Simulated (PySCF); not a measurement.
PySCF 2.14 output of an unrestricted r2SCAN calculation on a single atom or ion in dyall-acv3z, with scalar relativity by spin-free X2C-1e:

```
SCF conv_tol = 1e-09
number electrons alpha = 5  beta = 4
    J. W. Furness, A. D. Kaplan, J. Ning, J. P. Perdew, and J. Sun.,  J. Phys. Chem. Lett. 11, 8208-8215 (2020)
    J. W. Furness, A. D. Kaplan, J. Ning, J. P. Perdew, and J. Sun.,  J. Phys. Chem. Lett. 11, 9248-9248 (2020)
    J. W. Furness, A. D. Kaplan, J. Ning, J. P. Perdew, and J. Sun.,  J. Phys. Chem. Lett. 11, 8208-8215 (2020)
    J. W. Furness, A. D. Kaplan, J. Ning, J. P. Perdew, and J. Sun.,  J. Phys. Chem. Lett. 11, 9248-9248 (2020)
cycle= 1 E= -99.0606401772361  delta_E= -0.00431  |g|= 0.0402  |ddm|= 0.0517
cycle= 2 E= -99.0606677012156  delta_E= -2.75e-05  |g|= 0.0412  |ddm|= 0.021
cycle= 3 E= -99.0611012085715  delta_E= -0.000434  |g|= 0.00509  |ddm|= 0.011
cycle= 4 E= -99.0611130576746  delta_E= -1.18e-05  |g|= 0.000666  |ddm|= 0.00284
cycle= 5 E= -99.0611132545199  delta_E= -1.97e-07  |g|= 4.5e-05  |ddm|= 0.000333
cycle= 6 E= -99.061113255064  delta_E= -5.44e-10  |g|= 1.84e-06  |ddm|= 1.42e-05
converged SCF energy = -99.061113255064  <S^2> = 0.75695996  2S+1 = 2.0069479
```

The run itself started from symmetry-adapted Hartree-Fock orbitals and held the occupation by maximum overlap, on a logarithmic radial grid, so the iterations belong to that start.

Task: Which element, charge and spin multiplicity is this?

Result: F (fluorine, neutral), multiplicity 2; the state was [He] 2s1 2p6, 2S determinant (an excited configuration).
